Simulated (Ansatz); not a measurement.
Ansatz (an electronic-structure program) input (SVWN5/6-31G*):

Ansatz 0.2 input:
```yaml
crystal:
  periodic: [false, false, false]
  atoms:
    - {symbol: F, position_ang: [-1.17643994, -0.00568529, -0.08249748]}
    - {symbol: B, position_ang: [0.14184000, 0.35971988, 0.20792032]}
    - {symbol: O, position_ang: [1.23484493, -0.21842897, -0.03714054]}
basis:
  gaussian:
    orbitals: 6-31G*
hamiltonian:
  xc: {name: SVWN5}
total_charge: -1
magnetization: {spin_polarized: true, initial_magnetization: 1}
output: {forces: true}
```

### Question
Predict the final energy.

### Answer
-198.51211 Eh.
